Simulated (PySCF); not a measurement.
## Gd⁵⁹⁺ (gadolinium, charge +59): UHF calculation

Configuration: [He] 2s2 2p1, 2P determinant. All numbers are calculated (PySCF 2.14, the non-relativistic Hamiltonian (point nucleus), in an even-tempered Gaussian basis (17 s from 34 bohr⁻², ratio 2.2; 10 p from 44 bohr⁻², ratio 2.2; 5 d from 170 bohr⁻², ratio 2.4; 5 f from 250 bohr⁻², ratio 2.4; 4 g from 380 bohr⁻², ratio 2.4)).

* Total energy: -5484.309305 hartree
* One-electron energy: -5630.2696 hartree
* Hartree (Coulomb) energy: 206.6143 hartree
* Exchange energy: -60.6540 hartree
* Kinetic energy: 5484.31460 hartree
* ⟨S²⟩: 0.7500
* ⟨L²⟩: 2.000
* Sum of ⟨r⟩: 0.3212 bohr
* Sum of ⟨r²⟩: 0.03112 bohr²
* Traceless quadrupole moment −½Σ⟨3z² − r²⟩ along its main axis: -0.00316 e·bohr²
* Density at the nucleus (Gaussians lack the cusp): 182000 bohr⁻³
* Spin density at the nucleus: -0.635 bohr⁻³

```
shell  electrons  mean orbital energy (eV)  rms radius, mean of both spins (bohr)
 1s α          1                  -53589.6                                 0.0273
 1s β          1                  -53562.1                                 0.0273
 2s α          1                  -12767.1                                  0.104
 2s β          1                  -12716.8                                  0.104
 2p α          1                  -12628.3                                 0.0889
```

A non-relativistic calculation at this Z misses sizeable relativistic shifts. Spin-orbit coupling, absent here, splits the open shell strongly.

Spin-orbit constants ζ (cm⁻¹) from the X2C one-electron operator on these orbitals (non-relativistic here): bare nucleus, nucleus screened by l(l+1)(2l+1)/3 electrons, and screened by the Breit-Pauli mean field of the electrons.

```csv
shell,bare,screened nucleus,mean field
2p,3171000,3071000,3042000
```

To first order the Landé constant is A = 3042000 cm⁻¹, so the lowest level has J = 1/2 and lies 377 eV below the centre of the term. First order in ζ underestimates the shift of the j = l − 1/2 level at high Z.
